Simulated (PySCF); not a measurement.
Isomers of C6H12N2, mass 112.100 u with the commonest isotopes. Computed with PBE0-D3(BJ)/def2-SVP geometry optimisation, gas phase (PySCF 2.14.0). One conformer each, none proved a minimum here; rigid rotors.

**Question.** Order these by out-of-plane moment Σ m c² = (Ia + Ib − Ic)/2, largest first.
A. triethylenediamine, `C1CN2CCN1CC2`
B. `[CH2:1]=[CH:2][CH2:3][N:4]([CH3:5])/[N:6]=[CH:7]\[CH3:8]` with C1–C2–C3–N4 136°, C2–C3–N4–C5 85°, C3–N4–N6–C7 -50°
C. `[CH3:1][CH2:2][CH2:3][N:4]1[CH2:5][CH2:6][CH:7]=[N:8]1` with C1–C2–C3–N4 177°, C2–C3–N4–C5 70°, C3–N4–C5–C6 160°, N4–C5–C6–C7 -23°, C5–C6–C7–N8 15°, C3–N4–N8–C7 -153°

**Answer.** A (94.00 u·Å²), B (38.51 u·Å²), C (12.66 u·Å²).

**Question.** Order these by rotational constant B, largest first.
A. `[CH3:1][CH2:2][CH2:3][N:4]1[CH2:5][CH2:6][CH:7]=[N:8]1` with C1–C2–C3–N4 177°, C2–C3–N4–C5 70°, C3–N4–C5–C6 160°, N4–C5–C6–C7 -23°, C5–C6–C7–N8 15°, C3–N4–N8–C7 -153°
B. triethylenediamine (`C1CN2CCN1CC2`)
C. `[CH2:1]=[CH:2][CH2:3][N:4]([CH3:5])/[N:6]=[CH:7]\[CH3:8]` with C1–C2–C3–N4 136°, C2–C3–N4–C5 85°, C3–N4–N6–C7 -50°

**Answer.** B (2533 MHz), C (1987 MHz), A (1059 MHz).

**Question.** Order these by dipole moment, largest first.
A. `[CH2:1]=[CH:2][CH2:3][N:4]([CH3:5])/[N:6]=[CH:7]\[CH3:8]` with C1–C2–C3–N4 136°, C2–C3–N4–C5 85°, C3–N4–N6–C7 -50°
B. triethylenediamine (`N12CCN(CC1)CC2`)
C. `[CH3:1][CH2:2][CH2:3][N:4]1[CH2:5][CH2:6][CH:7]=[N:8]1` with C1–C2–C3–N4 177°, C2–C3–N4–C5 70°, C3–N4–C5–C6 160°, N4–C5–C6–C7 -23°, C5–C6–C7–N8 15°, C3–N4–N8–C7 -153°

**Answer.** C (1.98 D), A (1.55 D), B (0.00 D).

| SMILES | point group | Ia (u·Å²) | Ib (u·Å²) | Ic (u·Å²) | κ | μa (D) | μb (D) | μc (D) |
| --- | --- | --- | --- | --- | --- | --- | --- | --- |
| C=CCN(C)/N=C\C | C1 | 233.66 | 254.40 | 411.04 | 0.62 | 1.14 | 0.19 | 1.03 |
| CCCN1CCC=N1 | C1 | 81.76 | 477.38 | 533.81 | -0.96 | 0.10 | 1.93 | 0.44 |
| C1CN2CCN1CC2 | D3h | 188.04 | 199.53 | 199.57 | -0.99 | 0.00 | 0.00 | 0.00 |
